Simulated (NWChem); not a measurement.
System: SiHF, singlet; SMILES [SiH]F

Here is an NWChem input.

```
start job
memory heap 200 mb stack 900 mb global 1100 mb
geometry units angstroms
  Si     0.100090     0.585904     0.000000
  H     -1.450034     0.804208     0.000000
  F      0.069099    -1.066693     0.000000
end
basis spherical
  Si library def2-svp
  H library def2-svp
  F library def2-svp
end
dft
  xc slater vwn_5
  iterations 150
end
driver
  maxiter 120
end
task dft optimize
task dft freq
```

Low-valent species are run as closed-shell singlets; no triplet was tried in these runs.

The level has its own optimisation; frequencies are unscaled.

Problem. What results follow from this input? (LDA (Slater exchange, VWN5)/def2-SVP.) Quantities: r H–Si (Å); r F–Si (Å); highest harmonic frequency (cm⁻¹); lowest (cm⁻¹); zero-point energy (kcal/mol); dipole (D).

Solution. The r H–Si (Å) comes out as 1.567. The r F–Si (Å) is 1.633, the highest harmonic frequency (cm⁻¹) is 1889 and the lowest (cm⁻¹) comes out as 824. The zero-point energy (kcal/mol) is 5.1 and the dipole (D) is 0.84.
